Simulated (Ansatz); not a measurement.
CH₆O₄Ti, SMILES `C[O][Ti]([OH])([OH])[OH]`. Total charge 0; spin multiplicity 1.

Cartesian coordinates in Å:
```
C -1.5207 -0.5060 1.4689
O -0.3576 0.0162 0.9095
Ti 0.6187 0.3446 -0.5336
O 0.6751 2.1399 -0.7696
O 2.2790 -0.3370 -0.3467
O -0.1293 -0.4355 -1.9793
H -2.1322 0.3023 1.8823
H -1.2677 -1.1981 2.2787
H -2.1108 -1.0444 0.7195
H 1.0282 2.6260 -1.5158
H 2.7181 -0.7473 0.3981
H 0.1990 -1.1607 -2.5119
```

(1) List the harmonic frequencies (cm⁻¹, unscaled) at PBE0-D4/def2-TZVP in Ansatz. (Best estimate.)

(2) Is this a minimum?

(3) Give the ideal-gas thermochemistry at 298.15 K and 1 bar (rigid rotor, harmonic oscillator; point group C1, symmetry number 1).

(4) And at 400, 500, 600, 800 and 1000 K?

Results:

(1) The calculation gave: 41, 60, 67, 93, 179, 185, 197, 215, 236, 248, 300, 442, 447, 462, 626, 741, 765, 772, 1171, 1174, 1210, 1473, 1486, 1489, 3016, 3088, 3091, 3926, 3933, 3942.

(2) Yes, all 30 modes are real.

(3) Zero-point energy 209.8 kJ/mol; H(298) − E = 241.2 kJ/mol; entropy 432.4 J/(mol·K), of which translation 169.6, rotation 116.5, vibration 146.3; G(298) − E = 112.3 kJ/mol. Modes under 100 cm⁻¹ are hindered rotations or soft bends, so the harmonic entropy is rough.

(4) 
```tsv
T (K)	H − E (kJ/mol)	S (J/mol/K)	G − E (kJ/mol)
400	257.8	480.0	65.8
500	275.6	519.7	15.7
600	294.6	554.4	-38.0
800	335.5	613.1	-154.9
1000	379.2	661.8	-282.6
```
